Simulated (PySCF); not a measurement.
Zr(Cl)2(SH)2 (Cl2H2S2Zr), SMILES [Cl][Zr]([Cl])([SH])[SH], multiplicity 1. Coordinates come from a PBE-D3(BJ)/def2-SVP optimisation. The multiplicity is an assumed one; other spin states were not compared. The def2 effective core potentials stand for the cores of Zr; spin–orbit coupling is left out. Other conformers were not sampled.

Computed equilibrium geometry at PBE-D3(BJ)/def2-SVP (PySCF confirms it by a frequency run) as bond lengths and angles (one conformer of several):
Atoms: Zr1 Cl2 Cl3 S4 H5 S6 H7. Bond lengths (Å): Zr1–Cl2 2.349, Zr1–Cl3 2.345, Zr1–S4 2.424, Zr1–S6 2.429, S4–H5 1.369, S6–H7 1.369. Angles (°): Cl2–Zr1–Cl3 113.0, Cl2–Zr1–S4 111.4, Cl2–Zr1–S6 108.5, Cl3–Zr1–S4 110.7, Cl3–Zr1–S6 109.7, S4–Zr1–S6 103.2, Zr1–S4–H5 88.6, Zr1–S6–H7 90.9.
